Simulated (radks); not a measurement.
Q: Ag II, 46 electrons, occupied as [Kr] 4d10 (the NIST ground configuration). All-electron calculation, Dirac Kohn-Sham, PBE, spin-unpolarised, spherical densities, point nucleus. Program: a radial shooting solver on a logarithmic mesh with Libxc functionals. Some entries of the table are withheld. Estimate them.

orbital,occ.,eigenvalue (Ry),r(max) (bohr),<r^2> (bohr^2)
1s1/2,2,(1),0.02015,0.001308
2s1/2,2,-274.4769,0.1141,0.02140
2p1/2,2,-255.1037,0.08819,0.01600
2p3/2,4,-242.2171,0.09244,0.01732
3s1/2,2,-50.80947,0.3328,0.1553
3p1/2,2,-43.10423,(2),0.1508
3p3/2,4,-40.83011,(3),0.1598
3d3/2,4,(4),0.2722,0.1409
3d5/2,6,(5),0.2751,0.1436
4s1/2,2,-7.58633,0.8231,0.9446
4p1/2,2,-5.16631,0.8606,1.102
4p3/2,4,-4.79342,0.8856,1.175
4d3/2,4,-1.17457,1.031,2.314
4d5/2,6,-1.13295,1.042,2.392
5s1/2,0,-0.82949,2.373,(6)
5p1/2,0,(7),3.007,15.15
5p3/2,0,(8),3.116,16.09

A: 
(1) 1s1/2 eigenvalue (Ry): -1861.262
(2) 3p1/2 r(max) (bohr): 0.3193
(3) 3p3/2 r(max) (bohr): 0.3291
(4) 3d3/2 eigenvalue (Ry): -27.19349
(5) 3d5/2 eigenvalue (Ry): -26.73558
(6) 5s1/2 <r^2> (bohr^2): 9.118
(7) 5p1/2 eigenvalue (Ry): -0.47598
(8) 5p3/2 eigenvalue (Ry): -0.45682
